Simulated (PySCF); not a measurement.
A run for PySCF: R-B3LYP/3-21G on CH4O2Se (a complex), monomers drawn apart or pushed together.

```python
from pyscf import gto, scf, dft, mp
from pyscf.data.elements import chemcore

mol = gto.M(
    atom='''
    O     1.06929457   -0.99983719    0.84770382
    C     0.46778350   -0.55171561   -0.09122250
    O    -0.59998483    0.24657967   -0.02902505
    H     0.72738013   -0.74760930   -1.14021879
    H    -0.82289129    0.41491516    0.91342077
    Se   -1.14722466    0.63219002    3.75404845
    H    -0.01159875   -0.25813946    3.46321171
    H    -2.07773350   -0.50606660    3.79721433
    ''',
    basis='3-21g',
    charge=0, spin=0, verbose=3, max_memory=1800)
mf = dft.RKS(mol, xc='b3lyp')
mf.conv_tol = 1e-8
mf.max_cycle = 100
mf.kernel()
if not mf.converged:
    mf = mf.newton().run(mf.mo_coeff, mf.mo_occ)
```

Program output:

```
converged SCF energy = -2580.0851175497
```

The run converged.

Cost: around 4 core-seconds (rough).
